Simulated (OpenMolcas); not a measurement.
# C, Si, Ge, Sn, Pb: ns2 np2 down the group

| Property | Result |
| --- | --- |
| Program | OpenMolcas |
| Method | CASSCF |
| Basis | ANO-RCC-VQZP |
| Scalar Hamiltonian | DKH2, point nucleus |
| Spin-orbit coupling | RASSI with atomic mean-field integrals over the reference wave functions, term energies averaged over their components |

Active space for each ion: 2 electrons in 3 orbitals (p).

Computed levels in cm-1 above 3P0:

| Level | C | Si | Ge | Sn | Pb |
| --- | --- | --- | --- | --- | --- |
| 3P1 | 15.7 | 66.4 | 465 | 1363 | 6202 |
| 3P2 | 46.9 | 195 | 1240 | 3086 | 9826 |
| 1D2 | 12625 | 8736 | 9382 | 10295 | 19774 |
| 1S0 | 30969 | 21305 | 21814 | 21561 | 30667 |
| weight of 3P in the lowest level (%) | 100 | 100 | 100 | 98 | 90 |

Mixed levels, with the weight of the term that names them: Pb 3P2 (71 %), Pb 1D2 (71 %).

Measured, with the error of the calculation in %. Measured levels: C, Si, Ge, Sn, Pb from NIST Handbook of Basic Atomic Spectroscopic Data.

| Level | C | Si | Ge | Sn | Pb |
| --- | --- | --- | --- | --- | --- |
| 3P1 | 16.4 (-4.5) | 77.1 (-13.9) | 557 (-16.5) | 1692 (-19.4) | 7819 (-20.7) |
| 3P2 | 43.4 (+8.0) | 223 (-12.5) | 1410 (-12.0) | 3428 (-10.0) | 10650 (-7.7) |
| 1D2 | 10193 (+23.9) | 6299 (+38.7) | 7125 (+31.7) | 8613 (+19.5) | 21458 (-7.8) |
| 1S0 | 21648 (+43.1) | 15394 (+38.4) | 16367 (+33.3) | 17162 (+25.6) | 29467 (+4.1) |

The fine-structure level 3P2 changes by a factor of 210 from C to Pb.

Without spin-orbit coupling 1D lies 12594, 8603, 8471, 7654, 7422 cm-1 above 3P in that order; the difference to the level 1D2, of either sign, comes from spin-orbit coupling, which also lowers the zero.

With the s shell closed, the reference lacks s² → p² mixing. Without dynamic correlation excited terms often stand tens of per cent too high (terms of higher spin than the ground term too low), and those without a measured partner can miss by more than the paired ones (holds for C; Si; Ge). Computed and measured levels are paired by configuration, term and J; levels that our copy of the source lacks, or whose pairing is in doubt (as where it misses far off the trend of its configuration), stay unpaired and out of the deviations. Where the source uses jj or jK labels, the order within each J decides. Only configurations of the active space appear.
